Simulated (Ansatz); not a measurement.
bis(4-fluorophenyl)iodonium, `Fc1ccc([I+]c2ccc(F)cc2)cc1`, relaxed as a singlet with RKS r2SCAN-D4/def2-SVP in Ansatz, starting from the GFN2-xTB geometry. Force threshold 0.03 eV/Å.

In the def2 sets I takes a core potential; there is no spin–orbit coupling.

Start:

```tsv
atom	x (Å)	y (Å)	z (Å)
F1	-4.545	0.618	-1.973
C2	-3.275	0.866	-1.687
C3	-2.771	0.457	-0.459
C4	-1.447	0.715	-0.151
C5	-0.672	1.361	-1.096
I6	1.406	1.781	-0.634
C7	1.787	0.047	0.586
C8	2.141	-1.140	-0.036
C9	2.377	-2.249	0.755
C10	2.266	-2.134	2.136
F11	2.498	-3.197	2.891
C12	1.924	-0.935	2.748
C13	1.684	0.177	1.962
C14	-1.159	1.779	-2.322
C15	-2.487	1.527	-2.620
H16	-3.415	-0.048	0.244
H17	-1.046	0.408	0.802
H18	2.236	-1.208	-1.108
H19	2.655	-3.194	0.315
H20	1.857	-0.882	3.824
H21	1.429	1.121	2.419
H22	-0.532	2.291	-3.035
H23	-2.912	1.838	-3.561
```

```tsv
step	energy (eV)	largest force component (eV/Å)	SCF passes
1	-26080.4767	0.496	26
2	-26080.5526	0.145	22
3	-26080.5595	0.058	22
4	-26080.5626	0.080	21
5	-26080.5672	0.056	20
6	-26080.5712	0.160	19
7	-26080.5756	0.078	22
8	-26080.5824	0.050	20
9	-26080.5871	0.117	19
10	-26080.5902	0.120	20
11	-26080.5922	0.142	20
12	-26080.5967	0.079	20
13	-26080.5992	0.046	21
14	-26080.6012	0.034	20
15	-26080.6023	0.044	20
16	-26080.6031	0.048	21
17	-26080.6039	0.026	20
18	-26080.6040	0.066	20
19	-26080.6046	0.031	22
20	-26080.6051	0.020	23
21	-26080.6055	0.016	21
22	-26080.6057	0.042	20
23	-26080.6060	0.017	22
```

Force components are those of the run's own axes.

End:

```
atom    x (Å)    y (Å)    z (Å)
  F1  -4.5293   0.5163  -2.1243
  C2  -3.3206   0.8324  -1.6968
  C3  -3.1601   1.2426  -0.3700
  C4  -1.8868   1.5797   0.0877
  C5  -0.8213   1.4845  -0.8120
  I6   1.1310   1.9861  -0.1240
  C7   1.7368   0.1231   0.7110
  C8   2.3073  -0.8313  -0.1372
  C9   2.6940  -2.0504   0.4181
 C10   2.5037  -2.2664   1.7869
 F11   2.8737  -3.4224   2.3070
 C12   1.9390  -1.3002   2.6250
 C13   1.5448  -0.0778   2.0817
 C14  -0.9678   1.0803  -2.1422
 C15  -2.2471   0.7487  -2.5878
 H16  -4.0314   1.2986   0.2871
 H17  -1.7473   1.9086   1.1202
 H18   2.4567  -0.6460  -1.2039
 H19   3.1461  -2.8338  -0.1957
 H20   1.8163  -1.5129   3.6904
 H21   1.1054   0.6882   2.7256
 H22  -0.1198   1.0237  -2.8288
 H23  -2.4234   0.4286  -3.6178
```

By distances, no bond broke or formed. The bond that changes most is C5–I6, from 2.17 to 2.13 Å (atoms count from 1).

The force fell under the threshold at step 17, but the optimiser went on and released 0.002 eV more. No frequencies were taken in this run, so the end may be a saddle point.

It took 3 min on 4 threads of Arm Neoverse V2 on a shared host.
